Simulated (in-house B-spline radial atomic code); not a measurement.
In³⁺. Computed with a B-spline radial atomic code. Model: all-electron spherical atom, spin shells full or empty, radial basis limit, no spin-orbit coupling, Breit or QED, empty-state partial waves extrapolated as (l+1/2)^-4, RPA, G0W0 and static COHSEX of the highest shell as one setting changes (uncorrelated shells keep exact exchange).

Given: element In; charge 3; filled core Kr; hamiltonian one-electron scalar X2C; mean-field start LDA VWN5; highest l of empty states 9; nuclear rms radius 4.6156 fm; highest mean-field shell 4d.

Shell: 4d 5 5 (electrons up and down).

```json
{"lowest nl shells left uncorrelated": "0", "RPA correlation energy (hartree)": "-3.6388", "G0W0 level (eV)": "-56.545", "G0W0 minus most complete (meV)": "0", "COHSEX level (eV)": "-60.584", "linearised minus solved G0W0 (meV)": "-58.4"}
{"lowest nl shells left uncorrelated": "1", "RPA correlation energy (hartree)": "-3.4657", "G0W0 level (eV)": "-56.544", "G0W0 minus most complete (meV)": "0.1", "COHSEX level (eV)": "-60.584", "linearised minus solved G0W0 (meV)": "-58.4"}
{"lowest nl shells left uncorrelated": "2", "RPA correlation energy (hartree)": "-3.2721", "G0W0 level (eV)": "-56.541", "G0W0 minus most complete (meV)": "3.8", "COHSEX level (eV)": "-60.58", "linearised minus solved G0W0 (meV)": "-58.3"}
{"lowest nl shells left uncorrelated": "3", "RPA correlation energy (hartree)": "?", "G0W0 level (eV)": "?", "G0W0 minus most complete (meV)": "?", "COHSEX level (eV)": "?", "linearised minus solved G0W0 (meV)": "?"}
{"lowest nl shells left uncorrelated": "4", "RPA correlation energy (hartree)": "-2.5387", "G0W0 level (eV)": "-56.525", "G0W0 minus most complete (meV)": "19.8", "COHSEX level (eV)": "-60.574", "linearised minus solved G0W0 (meV)": "-58"}
{"lowest nl shells left uncorrelated": "5", "RPA correlation energy (hartree)": "?", "G0W0 level (eV)": "?", "G0W0 minus most complete (meV)": "?", "COHSEX level (eV)": "?", "linearised minus solved G0W0 (meV)": "?"}
{"lowest nl shells left uncorrelated": "6", "RPA correlation energy (hartree)": "-1.1755", "G0W0 level (eV)": "-56.411", "G0W0 minus most complete (meV)": "134", "COHSEX level (eV)": "-60.309", "linearised minus solved G0W0 (meV)": "-56"}
{"lowest nl shells left uncorrelated": "7", "RPA correlation energy (hartree)": "-1.012", "G0W0 level (eV)": "-56.438", "G0W0 minus most complete (meV)": "107.1", "COHSEX level (eV)": "-60.277", "linearised minus solved G0W0 (meV)": "-56.8"}
{"lowest nl shells left uncorrelated": "8", "RPA correlation energy (hartree)": "-0.56248", "G0W0 level (eV)": "-56.947", "G0W0 minus most complete (meV)": "-402.1", "COHSEX level (eV)": "-60.69", "linearised minus solved G0W0 (meV)": "-68.4"}
```

(1) What follows for lowest nl shells left uncorrelated = 3?

(2) What follows for lowest nl shells left uncorrelated = 5?

Results:

(1) RPA correlation energy -2.72 hartree; G0W0 level -56.532 eV; G0W0 minus most complete 12.4 meV; COHSEX level -60.59 eV; linearised minus solved G0W0 -58.2 meV.

(2) RPA correlation energy -2.0066 hartree; G0W0 level -56.499 eV; G0W0 minus most complete 45.7 meV; COHSEX level -60.524 eV; linearised minus solved G0W0 -57.5 meV.
